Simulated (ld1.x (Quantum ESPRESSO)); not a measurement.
**iron (Fe), TM: configuration errors across variants**

```json
{
  "Element": "iron",
  "Generator": "ld1.x (Quantum ESPRESSO) 7.5",
  "Type": "norm-conserving Troullier–Martins (Kleinman–Bylander form)",
  "Functional": "PW91",
  "Relativity": "fully relativistic",
  "Frozen core": "[Ar]",
  "Valence charge": "8",
  "Reference configuration": "3d6 4s1.75 4p0.25",
  "Partial waves": "4s (bound): rc 2.05 bohr; 4p (bound): rc 2.90 bohr; 3d (bound): rc 1.15 bohr",
  "Local potential": "the d channel",
  "Core correction": "none"
}
```

Open shells are filled in proportion to 2j + 1 (rel_dist='average').

All-electron excitation energies from the reference (eV): (1) 3d6 4s2 4p0 -1.001; (2) 3d6 4s1 4p0 7.790; (3) 3d6 4s0 4p0 24.042; (4) 3d7 4s0 4p0 5.660; (5) 3d5 4s0 4p0 58.368; (6) 3d5 4s2 4p1 7.783; (7) 3d6.5 4s1.5 4p0 -1.738.

Tests that are not counted but printed errors over 1 eV. “core correction a·sin(br)/r model core inside 0.80 bohr”: 3d5 4s2 4p1 (solver errors, printed error -458 eV). “core correction a·sin(br)/r model core inside 0.90 bohr”: 3d5 4s2 4p1 (solver errors, printed error -539 eV).

4 further variants failed, have other tests or another functional or relativity, and are left out.

A true bound ghost makes a file unfit for plane-wave use even where its test errors are small: the radial tests pick states by their node count and pass the ghost by. Where a test does run into it, the solver fails or the error is huge.

Errors AE − PS in meV (a dash: test not solved or not reliable):

| change | (1) | (2) | (3) | (4) | (5) | (6) | (7) | bound ghosts |
| --- | --- | --- | --- | --- | --- | --- | --- | --- |
| base | +0.1 | +1.2 | +46 | -174 | +142 | -180 | -26 | s, p3/2, p1/2 |
| wave 4p (bound): rc 2.90 bohr becomes 4p (bound): rc 2.86 bohr | +0.1 | +1.3 | +46 | -174 | +142 | -181 | -26 | s, p3/2, p1/2 |
| all radii scaled by about 1.16 (s 2.38, p 3.38, d 1.34 bohr) | +0.2 | +1.3 | +48 | -170 | +108 | -176 | -27 | s, p3/2, p1/2 |
| wave 3d (bound): rc 1.15 bohr becomes 3d (bound): rc 1.22 bohr | +0.1 | +1.3 | +47 | -175 | +137 | -185 | -27 | s, p3/2, p1/2 |
| core correction a·sin(br)/r model core inside 0.80 bohr | -0.1 | -5.0 | -45 | -235 | -170 | – | -34 | s, p3/2, p1/2 |
| core correction a·sin(br)/r model core inside 0.90 bohr | -0.1 | -5.0 | -45 | -235 | -170 | – | -34 | s, p3/2, p1/2 |
| wave 4s (bound): rc 2.05 bohr becomes 4s (bound): rc 3.14 bohr | -0.2 | +1.5 | +10 | -71 | -110 | -56 | -9.4 | s, p3/2, p1/2 |
| local potential the p channel | -0.1 | -9.2 | +40 | -390 | -276 | -599 | -94 | s |

(1) Give the same row for: wave 4s (bound): rc 2.05 bohr becomes 4s (bound): rc 3.08 bohr.

## Answers

(1) -0.1, +1.6, +18, -83, -72, -72, -12; bound ghosts: s, p3/2, p1/2.
